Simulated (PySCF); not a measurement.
Rigid-rotor lines calculated for a species of formula C2H7BN2 (commonest isotopes; PBE0-D3(BJ)/def2-SVP geometry optimisation, gas phase in PySCF), labelled J(Ka,Kc):

| transition | MHz |
| --- | --- |
| 2(1,2) ← 1(1,1) | 11639.7 |
| 2(0,2) ← 1(0,1) | 12571.4 |
| 1(0,1) ← 0(0,0) | 6374.2 |
| 2(1,1) ← 1(1,0) | 13857.2 |
| 1(1,1) ← 0(0,0) | 10984.0 |

(1) Find the rotational constants.

(2) What moments of inertia, asymmetry and inertial defect follow?

(3) Which dipole components do these lines need?

(4) Where do these fall, and of which type are they? 3(1,3) ← 2(1,2); 3(1,3) ← 2(0,2); 3(1,2) ← 2(2,1); 2(1,2) ← 1(0,1); 3(2,1) ← 3(1,2); 3(3,0) ← 3(2,1); 2(1,1) ← 2(0,2); 3(1,2) ← 2(1,1); 3(1,2) ← 3(1,3); 2(2,1) ← 2(1,2); 2(2,0) ← 1(1,1).

(5) Which structure gave them?

Results:

(1) 1(0,1) ← 0(0,0) is B + C, 2(1,1) ← 1(1,0) is 3B + C and 2(1,2) ← 1(1,1) is B + 3C, so B − C is half the difference of the last two, 1108.8 MHz. 1(1,1) ← 0(0,0) is A + C. A = 8351.3, B = 3741.5, C = 2632.8 MHz.

(2) I = 505379 MHz·u·Å² over each constant: Ia = 60.52, Ib = 135.08, Ic = 191.96 u·Å²; κ = (2B − A − C)/(A − C) = -0.612 (asymmetric top); Δ = Ic − Ia − Ib = -3.63 u·Å².

(3) μa and μb (a-type: ΔKa even, ΔKc odd; b-type: both odd). The calculation gives |μa| = 1.39 D, |μb| = 0.40 D, |μc| = 0.10 D.

(4) 
| transition | MHz | type | branch |
| --- | --- | --- | --- |
| 3(1,2) ← 3(1,3) | 6634 | a | Q |
| 3(1,2) ← 2(2,1) | 6835 | b | R |
| 2(1,1) ← 2(0,2) | 7004 | b | Q |
| 3(2,1) ← 3(1,2) | 13144 | b | Q |
| 2(1,2) ← 1(0,1) | 16250 | b | R |
| 2(2,1) ← 2(1,2) | 17156 | b | Q |
| 3(1,3) ← 2(1,2) | 17357 | a | R |
| 3(1,2) ← 2(1,1) | 20665 | a | R |
| 3(1,3) ← 2(0,2) | 21035 | b | R |
| 3(3,0) ← 3(2,1) | 25085 | b | Q |
| 2(2,0) ← 1(1,1) | 28972 | b | R |

(5) `C=CB(N)N`, point group C1. Three constants can't fix a structure by themselves; this is the one that was computed:
```
atom  x, y, z in Å
C1     1.998    0.166   -0.081
C2     0.836    0.546    0.462
B3    -0.573   -0.034    0.054
N4    -1.719    0.781    0.237
N5    -0.665   -1.337   -0.493
H6     2.961    0.600    0.209
H7     2.039   -0.602   -0.864
H8     0.877    1.341    1.221
H9    -1.650    1.736    0.555
H10   -2.658    0.505   -0.011
H11    0.122   -1.968   -0.496
H12   -1.527   -1.763   -0.801
```

No PBE0-D3(BJ)/def2-SVP frequencies stand behind this structure, so it isn't proved a minimum. Zero-point vibration and centrifugal distortion are left out. Quadrupole hyperfine structure (11B, 14N) is left out.
